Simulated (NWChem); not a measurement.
C$_{3}$H$_{7}$NSi; SMILES C(N)C#C[SiH3]

```xyz
12

N      0.6185     2.8577    -0.2205
C     -0.5377     2.0687     0.1605
C     -0.3596     0.6128     0.1209
C     -0.1640    -0.5910     0.0726
Si     0.1161    -2.3960     0.0049
H      0.9087     2.6123    -1.1654
H      1.4067     2.6303     0.3829
H     -0.8505     2.3584     1.1785
H     -1.3868     2.3381    -0.4910
H     -0.0298    -2.9889     1.3675
H     -0.8749    -3.0345    -0.9112
H      1.4934    -2.6761    -0.5003
```
Atoms are numbered in this order, from 1.

Structure relaxed at the PBE0/def2-SVP level. No frequency run checked for a minimum.

Q: Give the principal values of the shielding tensors (ppm) of N1, C2, C3, C4, Si5 from Hartree-Fock/6-31G* (spherical d), GIAO (NWChem), with their diamagnetic and paramagnetic parts as GIAO splits them.

A: 
```tsv
atom	σ11	σ22	σ33	isotropic	diamagnetic	paramagnetic
N1	226.9	246.7	251.6	241.7	320.2	-78.5
C2	152.4	170.5	189.6	170.8	240.6	-69.8
C3	-6.3	-2.3	279.7	90.4	265.4	-175.0
C4	57.0	57.4	261.3	125.2	263.2	-138.0
Si5	510.4	511.5	523.4	515.1	881.9	-366.8
```
